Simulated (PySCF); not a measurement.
A PySCF script (with the pyscf-properties extension) for the NMR shieldings of SMILES C=C(CB(F)F)[SiH2]F, C3H6BF3Si, on a GFN2-xTB geometry:

```python
import basis_set_exchange as bse
import numpy as np
from pyscf import gto, dft
from pyscf.prop import nmr

atoms = """
C    -0.879640    1.655471    0.722868
C    -0.434837    0.486172    0.280298
C     0.947796    0.355577   -0.306000
B     1.941622   -0.473520    0.595981
F     1.582469   -1.108120    1.693912
F     3.225084   -0.584996    0.317752
Si   -1.460966   -1.094622    0.378873
F    -0.934221   -2.023476   -0.834875
H    -0.283260    2.554387    0.675228
H    -1.861518    1.762832    1.150937
H     1.370228    1.343438   -0.513453
H     0.876374   -0.151824   -1.273918
H    -1.228970   -1.878058    1.580205
H    -2.860837   -0.843735    0.070077
"""
names = dict.fromkeys(["C", "B", "F", "Si", "H"], "pcSseg-1")
basis = {el: gto.basis.parse(bse.get_basis(n, elements=[el], fmt="nwchem")) for el, n in names.items()}
mol = gto.M(atom=atoms, basis=basis, charge=0, verbose=0)
mf = dft.RKS(mol, xc="PBE0")
mf.grids.level = 2
mf.grids.alignment = dft.numint.BLKSIZE   # the property module wants whole blocks of grid points
mf.conv_tol = 1e-9
mf.kernel()

calc = nmr.RKS(mf)   # GIAO
C = mf.mo_coeff
Co = C[:, mf.mo_occ > 0]
resp = mf.gen_response(singlet=True, hermi=2)
def vind(x):   # induced exchange potential for any number of trial vectors
    d = np.einsum("pi,xij,qj->xpq", C, 2 * x.reshape(-1, C.shape[1], Co.shape[1]), Co, optimize=True)
    return np.einsum("xpq,pi,qj->xij", resp(d - d.transpose(0, 2, 1)), C, Co, optimize=True).ravel()
mo1, _ = nmr.rhf.solve_mo1(calc, with_cphf=vind)
sigma = calc.kernel(mo1)
for i, s in enumerate(sigma):   # ppm
    w = np.linalg.eigvalsh((s + s.T) / 2)
    print("%2d %-2s iso %8.1f  s11 %8.1f  s22 %8.1f  s33 %8.1f" % (i, mol.atom_pure_symbol(i), w.mean(), *w))
```

Q: Give the expected output.

A: 
```
 0 C  iso     52.4  s11    -65.7  s22     68.3  s33    154.7
 1 C  iso     35.5  s11    -78.5  s22     18.8  s33    166.1
 2 C  iso    160.7  s11    144.6  s22    152.6  s33    185.0
 3 B  iso     72.3  s11     46.6  s22     81.2  s33     89.2
 4 F  iso    235.5  s11     52.9  s22    285.0  s33    368.7
 5 F  iso    237.7  s11     63.0  s22    290.2  s33    360.0
 6 Si iso    353.1  s11    314.9  s22    327.2  s33    417.0
 7 F  iso    399.6  s11    368.2  s22    391.9  s33    438.9
 8 H  iso     25.6  s11     21.9  s22     25.2  s33     29.8
 9 H  iso     26.1  s11     22.8  s22     25.0  s33     30.5
10 H  iso     29.5  s11     25.6  s22     29.0  s33     34.0
11 H  iso     29.0  s11     25.0  s22     28.9  s33     33.3
12 H  iso     26.2  s11     23.9  s22     24.5  s33     30.3
13 H  iso     26.5  s11     23.0  s22     25.1  s33     31.3
```

These numbers come from an equivalent density-fitted implementation of the same equations, which agrees with the script to about 0.01 ppm for H and up to a few tenths of a ppm for heavy atoms, so last digits may differ.

Size and cost of the density-fitted run: 173 basis functions, 75 s wall time on 1 thread of an Intel Xeon, shared host; peak memory 0.78 GiB.
